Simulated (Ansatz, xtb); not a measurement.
C2H5BO: which of two isomers lies lower

Structure a: `BC(=C)O`, a singlet. Structure b: `B/C=C\O`, a singlet. Both are isolated molecules in the gas phase, relaxed with r2SCAN-D4/def2-SVP; the shapes shown needn't be the lowest conformers.

a (Å):

```yaml
atoms:
  - { symbol: C, position_ang: [-0.5400, 0.1261, -0.6268] }
  - { symbol: C, position_ang: [-0.6165, 1.1963, 0.2081] }
  - { symbol: B, position_ang: [0.0978, -1.1916, -0.1418] }
  - { symbol: O, position_ang: [-1.0388, 0.2496, -1.8924] }
  - { symbol: H, position_ang: [0.5309, -1.2738, 0.9794] }
  - { symbol: H, position_ang: [0.1636, -2.1453, -0.8884] }
  - { symbol: H, position_ang: [-0.2236, 1.1175, 1.2222] }
  - { symbol: H, position_ang: [-1.0652, 2.1434, -0.1118] }
  - { symbol: H, position_ang: [-0.9060, -0.5925, -2.3465] }
```

b (Å):

| atom | x (Å) | y (Å) | z (Å) |
| --- | --- | --- | --- |
| C | -0.0611 | 0.3373 | 0.1666 |
| C | -0.3874 | 0.6265 | -1.1222 |
| B | -0.3235 | -0.9996 | 0.8532 |
| O | -0.9851 | -0.2406 | -1.9495 |
| H | 0.0035 | -1.1648 | 2.0068 |
| H | -0.8578 | -1.9073 | 0.2604 |
| H | 0.4223 | 1.1695 | 0.6917 |
| H | -0.1719 | 1.6130 | -1.5640 |
| H | -1.1214 | 0.1741 | -2.8105 |

Quicker runs give these differences E(b) − E(a): GFN2-xTB −2.04 kJ/mol; HF/STO-3G −13.59 kJ/mol (at GFN2-xTB geometries); r2SCAN-D4/def2-SVP//GFN2-xTB −16.88 kJ/mol.

Task: Estimate E(b) − E(a) at the level CCSD(T)/def2-TZVP.

Result: Too close to call at this level: CCSD(T)/def2-TZVP gives E(b) − E(a) = −5.77 kJ/mol.

The same difference at several levels:

```json
{"level": "GFN2-xTB", "geometry": "GFN2-xTB", "E(b) − E(a) (kJ/mol)": "−2.04", "departure from the last row (kJ/mol)": "+3.73", "job, with rough time for the two": "optimisation, 0.16 s"}
{"level": "HF/STO-3G", "geometry": "GFN2-xTB", "E(b) − E(a) (kJ/mol)": "−13.59", "departure from the last row (kJ/mol)": "−7.82", "job, with rough time for the two": "single point, 0.3 s"}
{"level": "r2SCAN-D4/def2-SVP//GFN2-xTB", "geometry": "GFN2-xTB", "E(b) − E(a) (kJ/mol)": "−16.88", "departure from the last row (kJ/mol)": "−11.11", "job, with rough time for the two": "single point, 2.9 s"}
{"level": "r2SCAN-D4/def2-SVP", "geometry": "r2SCAN-D4/def2-SVP", "E(b) − E(a) (kJ/mol)": "−16.16", "departure from the last row (kJ/mol)": "−10.39", "job, with rough time for the two": "optimisation, 20 s"}
{"level": "HF/def2-TZVP", "geometry": "r2SCAN-D4/def2-SVP", "E(b) − E(a) (kJ/mol)": "−12.02", "departure from the last row (kJ/mol)": "−6.25", "job, with rough time for the two": "part of the CCSD(T) run"}
{"level": "MP2/def2-TZVP", "geometry": "r2SCAN-D4/def2-SVP", "E(b) − E(a) (kJ/mol)": "−9.15", "departure from the last row (kJ/mol)": "−3.38", "job, with rough time for the two": "part of the CCSD(T) run"}
{"level": "CCSD(T)/def2-TZVP", "geometry": "r2SCAN-D4/def2-SVP", "E(b) − E(a) (kJ/mol)": "−5.77", "departure from the last row (kJ/mol)": "", "job, with rough time for the two": "single point, 44 s"}
```

As drawn, both hold the same kinds of bond in the same numbers.

GFN2-xTB finds them nearly level. The largest departure from CCSD(T)/def2-TZVP is that of r2SCAN-D4/def2-SVP//GFN2-xTB, 11.11 kJ/mol.

With harmonic frequencies from r2SCAN-D4/def2-SVP (ideal gas, rigid rotor, one conformer each, 298.15 K, 1 atm): the zero-point term adds +2.57 kJ/mol; ΔH is −3.42 and ΔG −2.99 kJ/mol.

The correlated steps freeze 4 core orbitals. Run with Ansatz 0.2.0, xtb 6.7.1; the last row on 2 threads of Intel(R) Xeon(R) Platinum 8375C CPU @ 2.90GHz (Ice Lake) on a shared host.
